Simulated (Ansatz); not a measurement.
One change: `NCC1BN1` becomes `NC1BN1`.

Ansatz, PBE0-D4/def2-TZVP geometries, multiplicity 1. Each molecule was computed in one conformer, which needn't be the lowest.

```tsv
property	`NCC1BN1`
HOMO–LUMO gap (ωB97M-V/def2-TZVPP) / eV	10.85
LUMO energy (PBE0/def2-TZVPP) / eV	0.02
HOMO energy (PBE0/def2-TZVPP) / eV	-6.65
size of the dipole moment (ωB97M-V/def2-TZVPP) / D	1.75
HOMO–LUMO gap (PBE0/def2-TZVPP) / eV	6.67
HOMO–LUMO gap (B3LYP/def2-TZVPP) / eV	6.20
```

Q: Give the same properties after the change, and the shifts. (An estimate is asked.)

A: The calculation gave: 
```csv
property,`NC1BN1`,shift
HOMO–LUMO gap (ωB97M-V/def2-TZVPP) / eV,10.91,0.06
LUMO energy (PBE0/def2-TZVPP) / eV,0.10,0.08
HOMO energy (PBE0/def2-TZVPP) / eV,-6.69,-0.04
size of the dipole moment (ωB97M-V/def2-TZVPP) / D,2.13,0.38
HOMO–LUMO gap (PBE0/def2-TZVPP) / eV,6.80,0.13
HOMO–LUMO gap (B3LYP/def2-TZVPP) / eV,6.32,0.12
```

Dipoles are sizes alone; their direction can turn.

B3LYP here is the variant with VWN-RPA as its local correlation; programs differ in this.
